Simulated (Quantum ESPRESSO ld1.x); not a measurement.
Problem. V I, configuration [Ar] 3d3 4s2. Calculated with ld1.x of Quantum ESPRESSO 7.5: Dirac Kohn-Sham, PBE, spin-unpolarised, spherical densities, point nucleus; open shells are shared between the two j in proportion to 2j + 1; speed of light set to 205.554 atomic units (1.5 times the physical value, a model run). Some entries of the table are withheld. Estimate them.

| orbital | occ. | eigenvalue (hartree) | r(max) (bohr) |
|---|---|---|---|
| 1s1/2 | 2 | -196.331 | 0.044 |
| 2s1/2 | 2 | -21.9902 | (1) |
| 2p1/2 | 2 | -18.5411 | 0.209 |
| 2p3/2 | 4 | -18.4262 | 0.209 |
| 3s1/2 | 2 | -2.55875 | 0.826 |
| 3p1/2 | 2 | (2) | (3) |
| 3p3/2 | 4 | (4) | (5) |
| 3d3/2 | 1.2 | (6) | (7) |
| 3d5/2 | 1.8 | (8) | (9) |
| 4s1/2 | 2 | -0.17166 | 2.79 |

Solution. 
(1) 2s1/2 r(max) (bohr): 0.257
(2) 3p1/2 eigenvalue (hartree): -1.62443
(3) 3p1/2 r(max) (bohr): 0.846
(4) 3p3/2 eigenvalue (hartree): -1.61098
(5) 3p3/2 r(max) (bohr): 0.846
(6) 3d3/2 eigenvalue (hartree): -0.19416
(7) 3d3/2 r(max) (bohr): 0.887
(8) 3d5/2 eigenvalue (hartree): -0.19307
(9) 3d5/2 r(max) (bohr): 0.894
